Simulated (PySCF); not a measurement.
## H2CoN: from structure and modes to constants

All numbers come from PySCF, UPBE0, basis Co def2-TZVP, N def2-TZVP, H def2-TZVP (no relativity, density fitting).

The quintet minimum has C2v symmetry. Masses (u): Co 58.93320, N 14.00307, H 1.00782.

```xyz
4
charge 0 multiplicity 5, angstrom
Co    0.2706    0.0000    0.0000
N    -1.4224    0.0000    0.0000
H     1.9702   -0.3987    0.0000
H     1.9702    0.3987    0.0000
```

Harmonic wavenumbers (cm⁻¹): 285.1 (b1, ×1), 332.9 (b2, ×1), 495.0 (a1, ×1), 799.8 (a1, ×1), 1303.5 (b2, ×1), 3597.6 (a1, ×1).

Task: Find the principal moments of inertia and the rotational constants. What kind of rotor is it?

Result: About the centre of mass I = 0.3204, 40.471, 40.791 u Å². With B = 16.8576/I this gives 52.61, 0.4165, 0.4133 cm⁻¹. The molecule is an asymmetric top with κ = -1.00.

Task: What is the harmonic zero-point energy?

Result: Half the sum of all 6 wavenumbers, 6814/2 = 3407 cm⁻¹, which is 40.8 kJ/mol (1 cm⁻¹ = 0.0119627 kJ/mol).

Task: Find the vibrational entropy and heat capacity at 298.15 K.

Result: With u = 1.43878 ω/T, each mode gives S = R[u/(eᵘ−1) − ln(1−e⁻ᵘ)] and C = R u² eᵘ/(eᵘ−1)².
```json
{"ω (cm⁻¹)": "285.1", "u": "1.376", "S (J/(mol K))": "6.29", "C (J/(mol K))": "7.12"}
{"ω (cm⁻¹)": "332.9", "u": "1.607", "S (J/(mol K))": "5.21", "C (J/(mol K))": "6.74"}
{"ω (cm⁻¹)": "495.0", "u": "2.389", "S (J/(mol K))": "2.81", "C (J/(mol K))": "5.28"}
{"ω (cm⁻¹)": "799.8", "u": "3.859", "S (J/(mol K))": "0.87", "C (J/(mol K))": "2.72"}
{"ω (cm⁻¹)": "1303.5", "u": "6.290", "S (J/(mol K))": "0.11", "C (J/(mol K))": "0.61"}
{"ω (cm⁻¹)": "3597.6", "u": "17.361", "S (J/(mol K))": "0.00", "C (J/(mol K))": "0.00"}
```
The sums over all modes are S = 15.3 and C = 22.5 J/(mol K); the softest mode gives 41 % of the entropy.

Other isomers or separated fragments may lie lower. Other spin states or occupations of the open shell can lie lower.
